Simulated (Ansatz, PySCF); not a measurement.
Dimer: N2 (SMILES N#N) (first 2 atoms) with GeH4 (SMILES [GeH4]); geometry from B3LYP-D3(BJ)/def2-TZVP, rigid monomers moved along the line of their centres of mass till N1···Ge3 is 4.14 Å.
(charge 0, multiplicity 1):
```json
[
 {"atom": "N", "x (Å)": "-0.4404", "y (Å)": "0.5123", "z (Å)": "0.1420"},
 {"atom": "N", "x (Å)": "-0.1151", "y (Å)": "1.1897", "z (Å)": "-0.6487"},
 {"atom": "Ge", "x (Å)": "0.1617", "y (Å)": "-0.5002", "z (Å)": "4.1145"},
 {"atom": "H", "x (Å)": "1.3861", "y (Å)": "0.1079", "z (Å)": "3.4145"},
 {"atom": "H", "x (Å)": "0.4952", "y (Å)": "-0.7532", "z (Å)": "5.5931"},
 {"atom": "H", "x (Å)": "-0.2093", "y (Å)": "-1.8274", "z (Å)": "3.4383"},
 {"atom": "H", "x (Å)": "-1.0196", "y (Å)": "0.4757", "z (Å)": "4.0172"}
]
```

Monomers are frozen at their geometry in the pair; levels with a basis set take the counterpoise correction.

Cores are frozen in the correlated methods. Filled d and f shells under p-block atoms count as core.

The values were computed with Ansatz (a program for electronic structure) with Gaussian orbitals; PySCF for the dispersion terms. Values without a source in brackets are computed.

Question: What interaction energy does B3LYP-D3(BJ)/def2-TZVPPD give?

Answer: -0.4 kcal/mol
